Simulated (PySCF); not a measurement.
Simulation results for B$_{2}$H$_{3}$N, B$_{2}$H$_{3}$NSi

Computed with PySCF 2.14.0. Calculation on a computer-drawn molecule: the log of a Hartree-Fock and frozen-core CCSD(T) single point meant for a local Hartree-Fock minimum, with one planted fault or none, to be diagnosed. Offsets are logged minus clean, where the clean run is the same molecule without the fault. The reference is restricted for singlets and unrestricted otherwise, and also for a bond in bohr or an excited solution. Adding or removing an electron swaps singlet and doublet. The excited solution moves the top pair (singlet) or top alpha electron (doublet) to the lowest empty orbital. Highest occupied and lowest empty are orbital energies over both spins, largest force is the largest gradient component, triples share is (T) over the correlation energy, the T1 limit is 0.02 restricted and 0.045 unrestricted, electrons count all cores, a negative frequency is imaginary (commonest isotopes), and the dipole is about the centre of nuclear charge.

Common to all runs: meant charge 0; meant multiplicity 1; logged SCF converged yes; logged CC converged yes; logged SCF stable within its kind yes; possible faults no fault, one electron removed, one electron added, multiplicity raised by two, geometry at a saddle point, SCF held on an excited solution, minimal basis STO-3G, one bond length entered in bohr, all coordinates scaled.

(1) 
```xyz
6
formula=B2H3N meant_basis=cc-pVDZ logged_electrons=21 logged_basis_functions=57 logged_spin_squared=0.7622 logged_highest_occupied=-0.52495 logged_lowest_empty=8.8853 logged_largest_force=0.049688 logged_T1_diagnostic=0.015203 logged_D1_diagnostic=0.039119 logged_triples_share=0.032091 logged_dipole_magnitude=5.1595 logged_energy_HF=-105.53725 logged_energy_CCSD(T)=-105.91309 planted_fault=one_electron_added HF_energy_offset_from_clean_run=7.491 CCSD(T)_energy_offset_from_clean_run=-0.2296
B     -3.5860    -0.4645    -0.4887
B     -2.2527    -1.3075    -1.1022
N     -1.2829    -1.9199    -1.5475
H     -3.6291     0.7306    -0.5381
H     -4.5061    -1.0502     0.0042
H     -0.5070    -2.4106    -1.9049
```

Units: logged_highest_occupied, logged_lowest_empty in eV; logged_largest_force in hartree/bohr; logged_dipole_magnitude in debye; logged_energy_HF, logged_energy_CCSD(T) in hartree; HF_energy_offset_from_clean_run, CCSD(T)_energy_offset_from_clean_run in kcal/mol.

Drawn bonds:
```tsv
atom	other atom	order
1	2	1
2	3	2
1	4	1
1	5	1
3	6	1
```

(2) 
```xyz
7
formula=B2H3NSi meant_basis=cc-pV(D+d)Z logged_electrons=34 logged_basis_functions=80 logged_spin_squared=0 logged_highest_occupied=-8.2703 logged_lowest_empty=0.17846 logged_largest_force=4.67e-05 logged_lowest_frequency=-218.46 logged_T1_diagnostic=0.017774 logged_D1_diagnostic=0.047949 logged_triples_share=0.036025 logged_dipole_magnitude=2.4655 logged_energy_HF=-394.46858 logged_energy_CCSD(T)=-394.91864 planted_fault=geometry_at_a_saddle_point HF_energy_offset_from_clean_run=2.155 CCSD(T)_energy_offset_from_clean_run=3.43
B      1.8869     0.0249     0.0000
B      0.1923    -0.1288     0.0000
N     -1.0558    -0.2320     0.0000
Si    -2.7266    -0.6224     0.0000
H      2.5836    -0.9467     0.0000
H      2.3976     1.1060     0.0000
H     -3.2780     0.7990     0.0000
```

Units: logged_highest_occupied, logged_lowest_empty in eV; logged_largest_force in hartree/bohr; logged_lowest_frequency in cm⁻¹; logged_dipole_magnitude in debye; logged_energy_HF, logged_energy_CCSD(T) in hartree; HF_energy_offset_from_clean_run, CCSD(T)_energy_offset_from_clean_run in kcal/mol.

Drawn bonds:
```tsv
atom	other atom	order
1	2	1
2	3	2
3	4	1
1	5	1
1	6	1
4	7	1
```

(3) 
```xyz
7
formula=B2H3NSi meant_basis=cc-pV(D+d)Z logged_electrons=34 logged_basis_functions=27 logged_spin_squared=0 logged_highest_occupied=-5.8651 logged_lowest_empty=5.5738 logged_largest_force=0.071299 logged_T1_diagnostic=0.020771 logged_D1_diagnostic=0.067281 logged_triples_share=0.030947 logged_dipole_magnitude=0.23053 logged_energy_HF=-389.79004 logged_energy_CCSD(T)=-390.01591 planted_fault=minimal_basis_STO-3G HF_energy_offset_from_clean_run=2938 CCSD(T)_energy_offset_from_clean_run=3080
B      0.6066    -1.3826    -2.8519
B      0.5454    -1.0845    -1.1916
N      0.4941    -0.8728     0.0444
Si     0.5348    -0.3809     1.6805
H     -0.2716    -1.0012    -3.5682
H      1.5281    -1.9786    -3.3267
H     -0.1951    -1.5801     2.2713
```

Units: logged_highest_occupied, logged_lowest_empty in eV; logged_largest_force in hartree/bohr; logged_dipole_magnitude in debye; logged_energy_HF, logged_energy_CCSD(T) in hartree; HF_energy_offset_from_clean_run, CCSD(T)_energy_offset_from_clean_run in kcal/mol.

Drawn bonds:
```tsv
atom	other atom	order
1	2	1
2	3	2
3	4	1
1	5	1
1	6	1
4	7	1
```

Notes: T1 above single-reference limit.
